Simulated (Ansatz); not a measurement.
Species: H₂Cl₂Ge, SMILES `[Cl][GeH2][Cl]` (charge 0, multiplicity 1).

Problem. Give a relaxed geometry from CAM-B3LYP-D3(BJ)/def2-TZVP (Ansatz, a quantum-chemistry and plane-wave program).

Solution. the end point of this relaxation (outside a Z-matrix the atoms follow the SMILES, hydrogens last).
Cartesian coordinates (Å) in one orientation:
```xyz
5

Cl     1.781     0.998    -0.010
Ge    -0.008    -0.179     0.006
Cl    -1.684     1.154    -0.067
H     -0.064    -0.940     1.324
H     -0.026    -1.033    -1.254
```
